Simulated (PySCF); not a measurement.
B3LYP has the VWN-RPA correlation part, as in Gaussian. 

```xyz
13

C      2.9963    -0.0840     0.4500
C      1.8897    -0.1396    -0.0113
C      0.5339    -0.1974    -0.5401
C     -0.5372     0.1692     0.4991
C     -1.9456     0.1007    -0.0804
H      3.9778    -0.0366     0.8524
H      0.3400    -1.2045    -0.9233
H      0.4539     0.4770    -1.3989
H     -0.3325     1.1736     0.8767
H     -0.4464    -0.5069     1.3522
H     -2.0611     0.7894    -0.9209
H     -2.1759    -0.9045    -0.4417
H     -2.6930     0.3636     0.6697
```

Charge 0, multiplicity 1.

Task: Give the Mulliken and meta-Löwdin atomic charges from B3LYP-D3(BJ)/def2-TZVP run with PySCF 2.14.0.

Result: 
```tsv
atom	Mulliken (e)	meta-Löwdin (e)
C1	-0.08	-0.24
C2	-0.09	-0.03
C3	-0.29	-0.19
C4	-0.13	-0.17
C5	-0.33	-0.33
H6	0.18	0.17
H7	0.11	0.13
H8	0.11	0.13
H9	0.10	0.11
H10	0.10	0.11
H11	0.10	0.10
H12	0.10	0.10
H13	0.12	0.11
```
